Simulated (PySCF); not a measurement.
C7H11ClO.
Cartesian coordinates in Å at the GFN2-xTB level; atoms count from 1:
```
atom  x, y, z in Å
C1     2.8316   -0.3612   -0.3215
C2     1.7312    0.2991   -0.6279
C3     0.6477    0.6341    0.3484
C4    -0.7196    0.0519   -0.0701
C5    -1.8004    0.5005    0.9218
C6    -0.6505   -1.4762   -0.1191
C7    -1.0885    0.5483   -1.4442
O8    -1.3356   -0.0866   -2.4120
Cl9   -1.1683    2.3227   -1.5506
H10    3.0203   -0.7146    0.6793
H11    3.5928   -0.5734   -1.0523
H12    1.5641    0.6425   -1.6410
H13    0.5597    1.7206    0.4230
H14    0.9018    0.2421    1.3347
H15   -2.7730    0.1124    0.6271
H16   -1.5626    0.1200    1.9119
H17   -1.8586    1.5844    0.9699
H18    0.1158   -1.7994   -0.8189
H19   -0.4091   -1.8666    0.8660
H20   -1.6039   -1.8899   -0.4374
```

Computed at PBE0/pcSseg-1 (PySCF, non-relativistic), with Q(17O) = −0.0256 b, Q(35Cl) = −0.0817 b: O8, 17O (I = 5/2): χzz = 9.858 MHz, η = 0.517; Cl9, 35Cl (I = 3/2): χzz = -60.67 MHz, η = 0.289.

(1) Find the zero-field quadrupole resonance frequencies of 17O at O8.

(2) Find the zero-field quadrupole resonance frequencies of 35Cl at Cl9.

Answers

(1) From the eigenvalues of H = χ/[4I(2I − 1)] × [3Iz² − I(I + 1) + η(Ix² − Iy²)], steps between neighbouring levels, labelled as for η = 0: ±1/2↔±3/2 1.858 MHz, ±3/2↔±5/2 2.823 MHz (carbonyl oxygen).

(2) From ν = (|χ|/2)√(1 + η²/3): ν = 30.76 MHz (chlorine bonded to C). For 37Cl the ratio of quadrupole moments, 0.7881, gives 24.24 MHz.

In a crystal, neighbours and librations shift these lines. Geometry: GFN2-xTB, one conformer, isolated molecule. GFN2-xTB bond lengths can be off by several hundredths of an ångström, more for odd bonds, and the gradients follow them. With a basis this small, the couplings can be 20 % off.
